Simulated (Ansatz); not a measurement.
`CCOBF` → `COBF` + `[CH2]` (triplet) at 700 K and 1 bar (formal loss of a carbene).

Computed with Ansatz on PBE0-D4/def2-TZVP structures; ΔE is electronic, products minus reactants. CCSD(T)/CBS is the MP2 limit (def2-TZVPP, def2-QZVPP) plus CCSD(T) − MP2 in def2-TZVPP, frozen cores. This one scheme is used for every species. Triplets are unrestricted, without spin–orbit coupling. One conformer a species, not always the lowest.

```json
{"species": "`CCOBF`", "CCSD(T)/CBS energy (Eh)": "-279.58002", "H − E (kJ/mol)": "298.4", "S (J/(mol·K))": "428.6"}
{"species": "`COBF`", "CCSD(T)/CBS energy (Eh)": "-240.31409", "H − E (kJ/mol)": "207.2", "S (J/(mol·K))": "369.4"}
{"species": "`[CH2]` (triplet)", "CCSD(T)/CBS energy (Eh)": "-39.09499", "H − E (kJ/mol)": "70.4", "S (J/(mol·K))": "226.8"}
```

H − E and S are ideal-gas, rigid-rotor, harmonic terms from PBE0-D4/def2-TZVP, for one conformer and one mirror image of each species, with the whole ground term of open shells counted as degenerate. 1 Eh = 2625.50 kJ/mol, R = 8.31446 J/(mol·K).

**Question.** By hand: ΔE, ΔH, ΔS and ΔG.

**Answer.** ΔE = (-240.31409) + (-39.09499) − (-279.58002) = 0.17094 Eh = 448.8 kJ/mol. Δ(H − E) = 207.2 + 70.4 − 298.4 = -20.8, so ΔH = 428.0 kJ/mol. ΔS = 369.4 + 226.8 − 428.6 = 167.6 J/(mol·K). ΔG = 428.0 − 700 × (167.6)/1000 = 310.7 kJ/mol.

**Question.** By hand: the equilibrium constant, and the temperature at which ΔG would vanish if ΔH and ΔS stayed fixed.

**Answer.** log₁₀ K = −ΔG/(RT ln 10) = -23.2. ΔG = 0 at ΔH/ΔS = 2554 K, far beyond where these terms or the molecules hold.

The number of gas molecules changes by +1, which sets the sign of ΔS. A doubt of 5 kJ/mol in ΔE shifts log₁₀ K by 0.4 here. Other conformers and mirror images would add mixing entropy, several J/(mol·K) or more a flexible species. A triplet takes part, so the spin changes. These are equilibria of isolated gas molecules and say nothing of rates. Largest T1 diagnostic: 0.013 (customary marks: 0.02 for closed shells, 0.045 for open ones).
